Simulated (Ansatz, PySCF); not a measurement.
System: SbH2, charge 0, multiplicity 2. 
Geometry from a B3LYP-D3(BJ)/def2-TZVP (Ansatz, a quantum-chemistry and plane-wave program) optimisation:
```
Sb
H 1 1.7178
H 1 1.7178 2 90.34
```
Charge 0, spin multiplicity 2.

Quantity: vertical ionisation energy (to the singlet state of charge +1; each state is the SCF solution reached for its spin; for the singlet the Hartree-Fock reference is unstable and T1 is 0.013), in eV. Cores are frozen in the correlated levels unless marked. Open shells are spin-unrestricted. Spin-orbit coupling is left out. The frozen core is the preceding noble-gas configuration, with the filled d and f shells of earlier blocks. In def2 rows, elements after Kr have scalar-relativistic effective core potentials. Basis-set limits of correlation are two-point, X^-3; Hartree-Fock from the larger set. [CCSD(T)-MP2]/basis is that difference in the basis named.

| level | program | vertical ionisation energy (eV) | minus last row |
|---|---|---|---|
| HF/def2-TZVPPD | Ansatz | 8.24 | -0.42 |
| HF/def2-QZVPPD | Ansatz | 8.24 | -0.42 |
| PBE/def2-TZVPD | Ansatz | 8.67 | 0.01 |
| PBE0/def2-TZVPD | Ansatz | 8.74 | 0.08 |
| M06-2X/def2-TZVPD | PySCF | 8.71 | 0.05 |
| wB97M-V/def2-TZVPD | Ansatz | 8.65 | -0.01 |
| wB97X-V/def2-TZVPD | Ansatz | 8.62 | -0.04 |
| RI-MP2/def2-TZVPPD | Ansatz | 8.57 | -0.09 |
| RI-MP2/CBS(def2-TZVPPD,def2-QZVPPD) | Ansatz | 8.63 | -0.03 |
| SCS-MP2/def2-TZVPPD | Ansatz | 8.47 | -0.19 |
| CCSD/def2-QZVPPD | Ansatz | 8.59 | -0.07 |
| CCSD(T)/def2-SVPD | Ansatz | 8.47 | -0.19 |
| RI-MP2/CBS(def2-TZVPPD,def2-QZVPPD)+[CCSD(T)-MP2]/def2-SVPD | Ansatz | 8.62 | -0.04 |
| RI-MP2/CBS(def2-TZVPPD,def2-QZVPPD)+[CCSD(T)-MP2]/def2-TZVPPD | Ansatz | 8.65 | -0.01 |
| CCSD(T)/CBS(def2-TZVPPD,def2-QZVPPD) | Ansatz | 8.66 | 0.00 |

For comparison, minus the highest occupied orbital energy (PySCF): 5.15 eV at M06-L/def2-TZVPD, 8.88 eV at HF/def2-TZVPD, 7.40 eV at M06-2X/def2-TZVPD.
